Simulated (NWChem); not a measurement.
# NbHSOCl2; SMILES [OH][Nb](=[S])([Cl])[Cl]

```xyz
6

Nb     0.0377    -0.1935     0.0000
S      1.9774     0.7391     0.0000
Cl    -1.0778     0.4446    -1.9078
Cl    -1.0778     0.4446     1.9078
O      0.2942    -2.0525     0.0000
H      1.1078    -2.5905     0.0000
```
Atoms are numbered in this order, from 1.

The geometry was optimised at PBE-D3(BJ)/def2-SVP. No frequency run checked for a minimum. def2 effective core potentials on Nb; no spin-orbit coupling.

Symmetry labels are those of Cs in the frame above (b1 and b2, or b-type labels, depend on it).

**Question.** List the 4 lowest vertical singlet excitations from PBE/def2-SVP with def2 effective core potentials on Nb, full TDDFT (NWChem).

**Answer.** 
| state | energy (eV) | oscillator strength | symmetry | leading excitation (squared amplitude) |
|---|---|---|---|---|
| S1 | 3.49 | 0.002 | a" | HOMO → LUMO (0.93) |
| S2 | 3.75 | 0.002 | a' | HOMO−1 → LUMO (0.62) |
| S3 | 3.91 | 0.003 | a" | HOMO−1 → LUMO+1 (0.93) |
| S4 | 3.99 | 0.012 | a' | HOMO → LUMO+1 (0.46) |
